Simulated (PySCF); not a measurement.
Molfile (atoms numbered from 1):
```
C4H13FSi3
     RDKit          3D

 21 20  0  0  0  0  0  0  0  0999 V2000
    2.3445    1.3451    1.0355 C   0  0  0  0  0  0  0  0  0  0  0  0
    2.4377    0.6812   -0.7441 Si  0  0  0  0  0  4  0  0  0  0  0  0
    0.8952   -1.0236   -1.0348 Si  0  0  0  0  0  4  0  0  0  0  0  0
   -0.4799   -0.8497    0.2523 C   0  0  0  0  0  0  0  0  0  0  0  0
   -0.4710   -1.6553    1.2986 C   0  0  0  0  0  0  0  0  0  0  0  0
   -1.3812   -1.5810    2.2987 F   0  0  0  0  0  0  0  0  0  0  0  0
   -1.8008    0.4987    0.0762 Si  0  0  0  0  0  4  0  0  0  0  0  0
   -3.0363   -0.0433   -1.2571 C   0  0  0  0  0  0  0  0  0  0  0  0
    1.3556    1.7408    1.2520 H   0  0  0  0  0  0  0  0  0  0  0  0
    2.5446    0.5577    1.7572 H   0  0  0  0  0  0  0  0  0  0  0  0
    3.0650    2.1386    1.2115 H   0  0  0  0  0  0  0  0  0  0  0  0
    3.8196    0.2332   -0.9821 H   0  0  0  0  0  0  0  0  0  0  0  0
    2.2308    1.8142   -1.6595 H   0  0  0  0  0  0  0  0  0  0  0  0
    1.4616   -2.3747   -0.8879 H   0  0  0  0  0  0  0  0  0  0  0  0
    0.2415   -1.0122   -2.3518 H   0  0  0  0  0  0  0  0  0  0  0  0
    0.2335   -2.4538    1.4952 H   0  0  0  0  0  0  0  0  0  0  0  0
   -2.4851    0.7393    1.3482 H   0  0  0  0  0  0  0  0  0  0  0  0
   -1.1036    1.7225   -0.3554 H   0  0  0  0  0  0  0  0  0  0  0  0
   -2.5360   -0.2577   -2.1969 H   0  0  0  0  0  0  0  0  0  0  0  0
   -3.5746   -0.9382   -0.9586 H   0  0  0  0  0  0  0  0  0  0  0  0
   -3.7700    0.7351   -1.4424 H   0  0  0  0  0  0  0  0  0  0  0  0
  1  2  1  0
  2  3  1  0
  3  4  1  0
  4  5  2  0
  5  6  1  0
  4  7  1  0
  7  8  1  0
  1  9  1  0
  1 10  1  0
  1 11  1  0
  2 12  1  0
  2 13  1  0
  3 14  1  0
  3 15  1  0
  5 16  1  0
  7 17  1  0
  7 18  1  0
  8 19  1  0
  8 20  1  0
  8 21  1  0
M  END
```

[PySCF: GIAO PBE0/pcSseg-1 shieldings; coordinates at the GFN2-xTB level; one averaged value for each set of equivalent atoms; single conformer; non-relativistic; gas phase]

Task: List the cross peaks expected in HSQC, COSY and HMBC spectra.

Result: 

HSQC (one-bond C–H):
```csv
δH,δC
7.00 (H16),168.1 (C5)
0.28 (H19/H20/H21),-5.9 (C8)
0.14 (H9/H10/H11),-9.4 (C1)
```

COSY cross peaks (H two or three bonds apart, from the bond graph; peaks can be absent where the dihedral angle is near 90°):
```csv
δH,δH
4.58 (H17/H18),0.28 (H19/H20/H21)
4.28 (H14/H15),3.95 (H12/H13)
3.95 (H12/H13),0.14 (H9/H10/H11)
```

HMBC (two and three bonds, from the bond graph):
```csv
δH,δC
7.00 (H16),106.7 (C4)
4.58 (H17/H18),"168.1 (C5), 106.7 (C4), -5.9 (C8)"
4.28 (H14/H15),"168.1 (C5), 106.7 (C4), -9.4 (C1)"
3.95 (H12/H13),"106.7 (C4), -9.4 (C1)"
0.28 (H19/H20/H21),106.7 (C4)
```

Chemical shifts δ = σref − σ; ¹H (σ = 31.72 ppm) and ¹³C (σ = 186.93 ppm) against TMS, all at this level.

Short H···H contacts in this conformer between protons four or more bonds apart (candidates for NOE cross peaks, intensity ∝ r⁻⁶): H14···H16 2.68 Å.

Shifts are as computed. Against solution values, carbons near 30 ppm lie about +3 ppm off and those near 130 ppm about +5 ppm. Of 1211 compounds with measured shifts, 218 miss one by over three times the rms of a fit or turn the order of signals round; such compounds aren't used in these exercises.
